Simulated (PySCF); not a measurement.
Predicted microwave data (PBE0-D3(BJ)/def2-SVP geometry optimisation, gas phase (PySCF 2.14.0)) for one isomer of C8H7FO2:

```
Rotational constants : A = 3474, B = 563.4, C = 486.3 MHz
Dipole components    : |μa| = 4.96 D, |μb| = 0.14 D, |μc| = 0.00 D
Inertial defect      : -3.26 u·Å²
κ                    : -0.95
```

Problem. Which candidate fits, each taken in the one conformer that was computed?
A. `[O:1]=[C:2]([OH:3])[CH2:4][c:5]1[cH:6][cH:7][c:8]([F:9])[cH:10][cH:11]1` with O1–C2–O3–H 0°, O1–C2–C4–C5 -5°, C2–C4–C5–C6 -90°
B. `[O:1]=[C:2]([OH:3])[CH2:4][c:5]1[cH:6][cH:7][cH:8][cH:9][c:10]1[F:11]` with O1–C2–O3–H 0°, O1–C2–C4–C5 -2°, C2–C4–C5–C6 -106°
C. `[CH3:1][O:2][c:3]1[cH:4][cH:5][c:6]([C:7](=[O:8])[F:9])[cH:10][cH:11]1` with C1–O2–C3–C4 180°, C5–C6–C7–O8 180°
D. `[CH3:1][O:2][c:3]1[cH:4][cH:5][cH:6][c:7]([C:8](=[O:9])[F:10])[cH:11]1` with C1–O2–C3–C4 180°, C6–C7–C8–O9 -179°

Solution. C. It is COc1ccc(C(=O)F)cc1, a near-prolate asymmetric top, point group Cs. The candidates at the same level (rigid rotor, commonest isotopes):

```
            SMILES  A (MHz)  B (MHz)  C (MHz)  μa (D)  μb (D)  μc (D)  Δ (u·Å²)  point group                        rotor
COc1ccc(C(=O)F)cc1     3474    563.4    486.3    4.96    0.14    0.00     -3.26           Cs  near-prolate asymmetric top
O=C(O)Cc1ccc(F)cc1     3309    526.4    511.2    2.09    0.26    1.51   -124.11      near Cs                            –
COc1cccc(C(=O)F)c1     1922    764.2    548.7    2.83    1.01    0.00     -3.29            –               asymmetric top
  O=C(O)Cc1ccccc1F     2250    755.2    645.8    0.09    1.30    1.03   -111.25           C1               asymmetric top
```

`COc1cccc(C(=O)F)c1` has A 45 % too low; `O=C(O)Cc1ccccc1F` has A 35 % too low; `O=C(O)Cc1ccc(F)cc1` has B 7 % too low. In the right answer the mirror of this Cs structure is the ab plane, so μc vanishes by symmetry (the 0.01 D computed is a residue). No structure here is proved a minimum.
